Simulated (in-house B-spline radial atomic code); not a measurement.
**Hg VI (Hg5+): [Xe] 4f14 5d7**

All numbers are computed (Dirac-Kohn-Sham B97-1, spherical fractional occupations, exact exchange averaged over the configuration; Fermi nucleus of rms radius 5.4648 fm) with a radial B-spline atomic code at the basis-set limit, not measured.

Screening seen three ways: the hydrogenic charge with the same mean radius, Z_r = [3n² - l(l+1)]/(2<r>), the one with the same energy, Z_e = n√(-2ε), and Slater's rules. Values are occupation-weighted means over j. An effective charge above Z reflects the relativistic contraction of the inner shells.

| shell | electrons | ε (eV) | <r> (bohr) | Z_r | Z_e | Slater |
| --- | --- | --- | --- | --- | --- | --- |
| 1s | 2 | -83199 | 0.01659 | 90.40 | 78.20 | 79.70 |
| 2s | 2 | -14826 | 0.06925 | 86.64 | 66.02 | 75.85 |
| 2p | 6 | -12926 | 0.06272 | 79.72 | 61.65 | 75.85 |
| 3s | 2 | -3585.5 | 0.1801 | 74.96 | 48.70 | 68.75 |
| 3p | 6 | -3025.9 | 0.181 | 69.05 | 44.74 | 68.75 |
| 3d | 10 | -2377.5 | 0.1651 | 63.62 | 39.66 | 58.85 |
| 4s | 2 | -849.56 | 0.3991 | 60.13 | 31.61 | 52.25 |
| 4p | 6 | -663.13 | 0.4238 | 54.27 | 27.93 | 52.25 |
| 4d | 10 | -425.78 | 0.4489 | 46.78 | 22.38 | 40.85 |
| 5s | 2 | -190.18 | 0.8972 | 41.80 | 18.69 | 22.35 |
| 4f | 14 | -169.7 | 0.4812 | 37.40 | 14.13 | 29.45 |
| 5p | 6 | -137.89 | 1.016 | 35.92 | 15.92 | 22.35 |
| 5d | 7 | -74.69 | 1.296 | 26.61 | 11.71 | 9.90 |

The least bound orbital is 5d5/2 at -73.73 eV, and it is also the most diffuse (<r> = 1.31 bohr).

Spin-orbit splittings of the orbital energies (j = l + 1/2 above j = l - 1/2 when positive): 2p 1948 eV, 3p 432.6 eV, 3d 92.56 eV, 4p 104.9 eV, 4d 19.62 eV, 4f 4.248 eV, 5p 19.21 eV, 5d 2.392 eV.

For the 1s electron the small component carries 9.25 % of the norm, the zero-frequency Breit interaction raises the level by 316 eV, self-energy by 203.2 eV, and vacuum polarisation lowers it by 42.06 eV.
